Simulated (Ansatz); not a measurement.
A nudged elastic band was laid between two geometries of AlF$_{3}$H$_{2}$O (7 atoms, charge 0, multiplicity 1).

All numbers below come from RKS r2SCAN-D4/def2-SVP in Ansatz 0.2.0.

- movable images: 7
- climbing image: yes
- spring: 5.0 eV/Å²
- optimiser: quadratic models (default)
- start path: IDPP
- force threshold: 0.05 eV/Å
- iteration limit: 60
- end points: relaxed

Image 0:

```xyz
7
Properties=species:S:1:pos:R:3
O -0.920 0.591 0.267
Al 0.519 -0.557 -0.378
F 0.807 -1.266 1.104
F -0.125 -1.507 -1.575
F 1.506 0.707 -0.837
H -1.058 0.441 1.218
H -0.669 1.523 0.155
```

Image 8:

```xyz
7
Properties=species:S:1:pos:R:3
O -0.852 0.603 0.419
Al 0.659 -0.530 -0.065
F 1.181 -1.258 1.330
F -0.207 -1.458 -1.148
F 1.577 0.721 -0.677
H -1.638 0.330 -0.083
H -0.659 1.524 0.177
```

Q: Which bonds break or form, and what moves?

A: No bond is made or broken. The height of O1 over the plane of its neighbours goes from 0.40 to -0.40 Å. The two ends are copies of one structure, up to a mirror image or an exchange of like atoms. The height can change sign by an inversion or by a turn that exchanges like atoms.

Q: Give the energies along the band, and the barrier.

A: The run converged. The highest image is number 4 of 0 to 8, 1.1 kcal/mol above the ends, which have the same energy within 2 meV. A vibrational analysis at the climbing image gives one clearly imaginary mode, 272i cm⁻¹: a first-order saddle point.

```tsv
image	path coordinate (Å)	energy (kcal/mol)	height of O1 over the plane of its neighbours (Å)
0	0.00	0.0	0.40
1	0.21	0.1	0.36
2	0.43	0.4	0.29
3	0.64	0.8	0.18
4	0.86	1.1	0.00
5	1.07	0.8	-0.18
6	1.28	0.4	-0.29
7	1.50	0.1	-0.36
8	1.71	0.0	-0.40
```

Q: What is the geometry of the highest image?

A: 
```xyz
7
Properties=species:S:1:pos:R:3
O -0.761 0.637 0.343
Al 0.617 -0.568 -0.279
F 1.096 -1.319 1.125
F -0.206 -1.521 -1.366
F 1.561 0.671 -0.873
H -1.593 0.442 0.793
H -0.653 1.589 0.211
```

Q: What are the harmonic wavenumbers there?

A: 272i, 118, 134, 234, 242, 275, 288, 486, 577, 692, 935, 942, 1564, 3807, 3919 cm⁻¹.

The run took 45 s on 2 threads of AMD EPYC 9R14 (Zen 4), on a shared host, peak memory 0.2 GiB.
